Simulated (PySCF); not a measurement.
One of the candidates below gave these computed data.

All candidates are C5H14N2Si.

- Rotational structure: rotational constants A, B, C: 3.050, 1.079, 1.017 GHz [GFN2-xTB]
- Dipole: 0.67 D [PBE0/pcSseg-1]
- 1H NMR: chemical shifts (computed TMS as zero) by class: 4.53 (3 H), 2.83 (4 H), 2.82 (3 H), 1.79 (4 H) ppm [GIAO PBE0/pcSseg-1]
- NMR, other nuclei: isotropic shieldings of nuclei other than C and H, by class: 157 (1 N), 206 (1 N), 424 (1 Si) ppm [GIAO PBE0/pcSseg-1]
- 13C NMR: chemical shifts (computed TMS as zero) by class: 54.2 (2 C), 43.0 (1 C), 24.3 (2 C) ppm [GIAO PBE0/pcSseg-1]

Electronic properties: PySCF, gas phase, density fitting. Levels stand in brackets. Geometry: GFN2-xTB, one conformer, isolated molecule. GFN2-xTB frequencies show an imaginary mode (43i cm⁻¹), so this geometry is no minimum at that level. Each NMR value is the plain mean over a class of atoms that symmetry, rotation or inversion makes alike.

Question: Which candidate is it?
A. `C=CN(NC)[SiH](C)C`
B. `CN[C@H]1CCN([SiH3])C1`
C. `C[SiH](C)N(N)C1CC1`
D. `CN([SiH3])N1CCCC1`

Answer: D. It is `CN([SiH3])N1CCCC1`. Numbering: `[CH3:1][N:2]([SiH3:3])[N:4]1[CH2:5][CH2:6][CH2:7][CH2:8]1`. Its formula, C5H14N2Si, gives 1 degree of unsaturation: 1 ring and 0 π bonds in the structure found. 5 carbons fall into 3 classes; from least to most shielded: ring sp3 carbon bound to nitrogen [C5/C8] (54.2 ppm, 2 C), N-methyl carbon [C1] (43.0 ppm), ring CH2 carbon [C6/C7] (24.3 ppm, 2 C, up to 2.1 ppm apart in this geometry). Hydrogen classes from least to most shielded: 3 H on an SiH3 silicon, Si3 (4.53 ppm, a mean of values up to 0.8 ppm apart in this geometry), 4 H on 2 like atoms (sp3 carbon bound to nitrogen), C5/C8 (2.83 ppm, a mean of values up to 0.9 ppm apart in this geometry), 3 H on an N-methyl carbon, C1 (2.82 ppm, a mean of values up to 0.6 ppm apart in this geometry), 4 H on 2 ring CH2 carbons, C6/C7 (1.79 ppm). The other shieldings belong to: 157 ppm, hydrazine nitrogen [N4]; 206 ppm, hydrazine nitrogen [N2]; 424 ppm, SiH3 silicon [Si3]. The optimised geometry has point group C1 and is an asymmetric top.

The others, at the same levels:
- `C=CN(NC)[SiH](C)C` fails: it has 4 carbon classes against 3; its computed 13C shifts are 144.3 (1 C), 80.0 (1 C), 36.8 (1 C), -1.8 (2 C) ppm, 1H shifts are 6.39 (1 H), 4.88 (1 H), 3.89 (1 H), 3.76 (1 H), 2.74 (1 H), 2.68 (3 H), 0.22 (6 H) ppm and rotational constant A is 2.274 GHz (against 3.050 GHz).
- `C[SiH](C)N(N)C1CC1` fails: its computed 13C shifts are 38.5 (1 C), 9.2 (2 C), -1.2 (2 C) ppm, 1H shifts are 4.97 (1 H), 2.67 (2 H), 2.24 (1 H), 0.48 (2 H), 0.43 (2 H), 0.18 (6 H) ppm and rotational constant A is 2.463 GHz (against 3.050 GHz).
- `CN[C@H]1CCN([SiH3])C1` fails: it has 5 carbon classes against 3; its computed 13C shifts are 67.1 (1 C), 61.8 (1 C), 49.6 (1 C), 38.4 (1 C), 36.0 (1 C) ppm, 1H shifts are 4.74 (3 H), 3.34 (1 H), 3.28 (1 H), 3.08 (1 H), 2.95 (1 H), 2.59 (3 H), 2.56 (1 H), 2.34 (1 H), 1.03 (1 H), -0.58 (1 H) ppm and rotational constant A is 4.458 GHz (against 3.050 GHz).

Each candidate is one conformer, not necessarily the lowest. Dipoles, sizes and rotational constants follow the conformer. The torsions of the flexible species, by atom-mapped SMILES:
- `[CH2:1]=[CH:2][N:3]([NH:4][CH3:5])[SiH:6]([CH3:7])[CH3:8]`: C1–C2–N3–N4 2°, C2–N3–N4–C5 78°, C2–N3–Si6–C7 -135°
- `[CH3:1][SiH:2]([CH3:3])[N:4]([NH2:5])[CH:6]1[CH2:7][CH2:8]1`: C1–Si2–N4–N5 -50°, Si2–N4–C6–C7 -142°, H–N5–N4–Si2 149°, H–N5–N4–Si2 -93°

The conformers of `CN([SiH3])N1CCCC1` and `CN[C@H]1CCN([SiH3])C1` aren't listed.
